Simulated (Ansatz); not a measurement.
Cl₂GeH₄OSi (`Cl[SiH2][O][GeH2][Cl]`), charge 0, multiplicity 1.

(1) Give a relaxed structure at PBE0-D4/def2-TZVP (Ansatz 0.2.0). (Estimate.)

Results:

(1) The calculation gave: 
Z-matrix (Å, degrees):
```
Si
O 1 1.626
Cl 1 2.057 2 110.1
H 1 1.477 2 108.0 3 117.7
H 1 1.478 2 111.5 3 -118.5
Ge 2 1.766 1 134.9 3 43.4
Cl 6 2.146 2 107.5 1 46.2
H 6 1.529 2 109.5 1 -71.1
H 6 1.527 2 106.2 1 162.4
```
This is one stationary point; other conformers may exist.
